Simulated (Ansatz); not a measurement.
## Redistribution: SiH2(CH3)Cl + Si(CH3)3(NH2) → SiH2(CH3)(NH2) + Si(CH3)3Cl

Species: SiH2(CH3)Cl ((chlorosilyl)methane), singlet; Si(CH3)3(NH2), singlet; SiH2(CH3)(NH2), singlet; Si(CH3)3Cl (chlorotrimethylsilane), singlet. The partners trade Cl for NH2; both sit on Si, so the bond types are kept.

Shapes, held fixed at every level: PBE0-D4/def2-TZVP. Flexible molecules stand in one conformer, not always the lowest. Programs: Ansatz 0.2.0. The zero-point and thermal change to 298 K, harmonic and unscaled (PBE0-D4/def2-TZVP), is +0.3 kJ/mol.

```
               level                    kind  ΔH(298 K) (kJ/mol)  less CCSD(T)/CBS estimate
         HF/def2-SVP            Hartree–Fock                -9.5                       -2.2
    SPW92/def2-TZVPP                     LDA                -8.5                       -1.2
   PBE-D4/def2-TZVPP                     GGA                -7.8                       -0.5
 BHLYP-D4/def2-TZVPP           global hybrid                -8.3                       -1.0
  wB97X-V/def2-TZVPP  range-separated hybrid                -8.0                       -0.7
        MP2/def2-SVP     perturbation theory                -9.7                       -2.4
      MP2/def2-TZVPP     perturbation theory                -8.2                       -0.9
CCSD(T)/CBS estimate   coupled cluster or CI                -7.3                        0.0
```

The highest level, CCSD(T)/CBS estimate, gives ΔH(298 K) = -7.3 kJ/mol; the levels span -9.7 to -7.3. The column of differences is taken from that level and isn't an error. No measured value is set beside it here. The CBS estimate extrapolates MP2 from def2-TZVPP and def2-QZVPP and adds CCSD(T) − MP2 in the triple-zeta set, cores frozen.
